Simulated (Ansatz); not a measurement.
A nudged elastic band was laid between two geometries of C2H4ClNSi (9 atoms, charge 0, multiplicity 1).

Computed with RKS PBE-D4/def2-mTZVP in Ansatz.

```
movable images  : 7
climbing image  : yes
spring          : 5.0 eV/Å²
optimiser       : quadratic models (default)
start path      : IDPP
force threshold : 0.03 eV/Å
iteration limit : 60
end points      : relaxed
```

Image 0:

```xyz
9
Properties=species:S:1:pos:R:3
N -0.409 0.591 -1.886
C -0.297 0.029 -0.753
Si 0.802 -1.105 0.264
C -0.407 0.325 0.699
Cl -0.144 1.989 1.334
H -0.848 1.528 -1.778
H 2.264 -0.841 0.153
H 0.436 -2.452 0.793
H -1.307 -0.111 1.157
```

Image 8:

```xyz
9
Properties=species:S:1:pos:R:3
N -0.690 1.057 -1.565
C -0.409 0.259 -0.620
Si 0.747 -1.013 0.192
C -0.409 0.361 0.856
Cl -0.045 1.902 1.703
H -0.428 0.658 -2.481
H 2.201 -0.736 0.017
H 0.413 -2.418 0.574
H -1.292 -0.115 1.306
```

Q: What changes between the two ends?

A: No bond is made or broken. The dihedral H6–N1–C2–C4 changes from -12 to 171° by way of a nearly straight angle H6–N1–C2 (up to 176°), not by a turn about the bond.

Q: Give the energies along the band, and the barrier.

A: The forces met the threshold. The highest image is number 4 of 0 to 8, 21.9 kcal/mol above the first end and 22.7 kcal/mol above the last; the last end lies 0.9 kcal/mol below the first. A vibrational analysis at the climbing image gives one clearly imaginary mode, 944i cm⁻¹: a first-order saddle point.

```csv
image,path coordinate (Å),energy (kcal/mol),angle H6–N1–C2 (°)
0,0.00,0.0,110
1,0.32,0.9,113
2,0.65,4.5,121
3,0.97,13.4,142
4,1.30,21.9,176
5,1.61,12.6,145
6,1.93,3.7,123
7,2.25,0.2,115
8,2.56,-0.9,111
```

Q: What is the geometry of the highest image?

A: 
```xyz
9
Properties=species:S:1:pos:R:3:forces:R:3
N -0.560 0.871 -1.708 -0.02 -0.01 0.00
C -0.447 0.204 -0.704 0.00 0.00 0.00
Si 0.803 -1.152 0.212 0.02 -0.01 0.00
C -0.444 0.205 0.751 -0.01 0.01 0.00
Cl -0.336 1.749 1.727 0.00 0.00 0.00
H -0.611 1.474 -2.504 0.01 0.00 0.00
H 2.197 -0.631 0.041 0.00 0.00 0.00
H 0.798 -2.391 1.067 0.00 0.00 0.00
H -1.311 -0.376 1.102 0.00 0.00 0.00
```

Q: What are the harmonic wavenumbers there?

A: 944i, 158, 198, 218, 235, 384, 413, 444, 490, 634, 667, 740, 872, 942, 959, 1177, 1928, 2099, 2164, 3001, 3791 cm⁻¹.

The run took 5 min on 2 threads of Arm Neoverse N1, on a shared host, peak memory 0.15 GiB.
